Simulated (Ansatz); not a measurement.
## A ladder of methods for GeSe (Germanium monoselenide)

GeSe has 2 atoms, charge 0, and is taken as a singlet. SMILES: `[Ge-]#[Se+]`. The bond length is the measured one. The run starts from this shape.

```csv
atom,x (Å),y (Å),z (Å)
Ge,0.0000,0.0000,0.0000
Se,0.0000,0.0000,2.1346
```

Quantity: the adiabatic ionisation energy (to the doublet cation, no zero-point term), in eV. The values are calculated.

| level | kind | program | value (eV) | CPU time (all runs) |
| --- | --- | --- | --- | --- |
| HF/STO-3G | Hartree–Fock | Ansatz | 6.15 | 8.7 s |
| HF/3-21G | Hartree–Fock | Ansatz | 8.21 | 12 s |
| HF/6-31G* (Cartesian functions) | Hartree–Fock | Ansatz | 8.35 | 29 s |
| PBE/def2-SVP | GGA | Ansatz | 9.57 | 20 s |
| PBE-D3(BJ)/def2-TZVP | GGA | Ansatz | 9.54 | 31 s |
| r2SCAN/def2-TZVP | meta-GGA | Ansatz | 9.67 | 1.9 min |
| B3LYP/6-31G* (Cartesian functions) | global hybrid | Ansatz | 9.52 | 35 s |
| B3LYP-D4/def2-TZVP | global hybrid | Ansatz | 9.54 | 52 s |
| wB97M-V/def2-TZVPD | range-separated hybrid | Ansatz | 9.45 | 3.1 min |
| MP2/6-31G* (Cartesian functions) | perturbation theory | Ansatz | 9.52 | 55 s |

All-electron rows without a relativistic Hamiltonian named are non-relativistic. The values span 6.15 to 9.67 eV. In the correlated wave-function rows the outer d shell of Ge, Se is correlated, in sets not made for it. Without the sets that lack polarisation functions the rows with a basis span only 8.35 to 9.67 eV. Times are those of the runs behind each value, whatever else they computed, on shared processors of several kinds: orders of magnitude only.
